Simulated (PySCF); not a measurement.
## Where the electron goes

Compound: Ti(SMe)Me3, C4H12STi (singlet state).
Geometry (PBE0-D3(BJ)/def2-SVP, Å), atoms numbered from 1 in this order:
```
atom  x, y, z in Å
Ti1   -0.2530   -0.3961   -0.1031
S2    -0.1838   -0.5559    2.1710
C3     0.7625    0.9983    2.3470
H4     1.7290    0.7839    2.8230
H5     0.1929    1.6999    2.9714
H6     0.9599    1.4871    1.3786
C7     1.6389   -0.3350   -0.9033
H8     2.1388    0.6353   -0.7479
H9     1.5490   -0.5218   -1.9886
H10    2.2505   -1.1334   -0.4488
C11   -1.2107    1.3184   -0.7131
H12   -1.4142    1.2169   -1.7945
H13   -0.6120    2.2292   -0.5472
H14   -2.1684    1.4126   -0.1729
C15   -1.2258   -1.9865   -0.9387
H16   -2.2467   -2.0488   -0.5224
H17   -0.6763   -2.9134   -0.6979
H18   -1.2870   -1.8738   -2.0349
```

Method used: TDDFT CAM-B3LYP/def2-SVPD, vertical, gas phase, core orbitals frozen in the response in PySCF.

Kohn–Sham orbitals with the atoms that hold most of them (Löwdin shares over 4%, at most four atoms; ? is withheld):

```
orbital  ε (eV)                             atoms
 HOMO-3   -9.28          Ti1 38%, C7 27%, C11 18%
 HOMO-2   -9.26  Ti1 35%, C15 22%, C11 16%, C7 9%
 HOMO-1   -9.16            S2 54%, Ti1 23%, C3 8%
   HOMO       ?                                 ?
   LUMO   -0.74                                 ?
 LUMO+1   -0.53                    Ti1 80%, S2 7%
 LUMO+2   -0.06    Ti1 64%, S2 12%, C11 5%, C7 5%
```

Q: Which atoms hold the HOMO, and with what shares?

A: S2 (bonded to C and Ti) 69%; C3 (bonded to S and 3 H) 11%; Ti1 (bonded to 3 C and S) 8%.

Q: Which atoms hold the LUMO, and with what shares?

A: Ti1 (bonded to 3 C and S) 77%; S2 (bonded to C and Ti) 6%; C15 (bonded to Ti and 3 H) 4%.

Q: What is the HOMO energy, and the HOMO–LUMO gap?

A: ε(HOMO) = -8.25 eV; the gap is 7.51 eV (0.2760 hartree).

Q: How does S1 compare with the orbital gap of 7.51 eV?

A: S1 is at 3.59 eV (f = 0.0008), 3.92 eV below the gap, made of HOMO-3→LUMO (72%), HOMO→LUMO (12%). Its leading pair isn't HOMO and LUMO; the energies of that pair differ by 8.54 eV. Without the coupling terms of the response equations the lowest excitation would equal the gap.

Q: Give energy, strength and leading configuration of S3 and S7, and follow the Löwdin shares of the leading atoms from the occupied to the empty orbital.

A: 
- S3 (3.74 eV, f 0.0004), HOMO→LUMO (81%): S2 69% → 6%, C3 11% → at most 4%, Ti1 8% → 77%; the Löwdin share of titanium is 8% in HOMO and 77% in LUMO
- S7 (4.21 eV, f 0.028), HOMO→LUMO+1 (80%): S2 69% → 7%, C3 11% → at most 4%, Ti1 8% → 80%; the Löwdin share of titanium is 8% in HOMO and 80% in LUMO+1

Hardware: an Arm Neoverse V2 with one thread, shared host with 32 logical CPUs at a one-minute load of 19. Cost: 87 s (grids of density and orbitals included), 1.3 GiB resident at most.
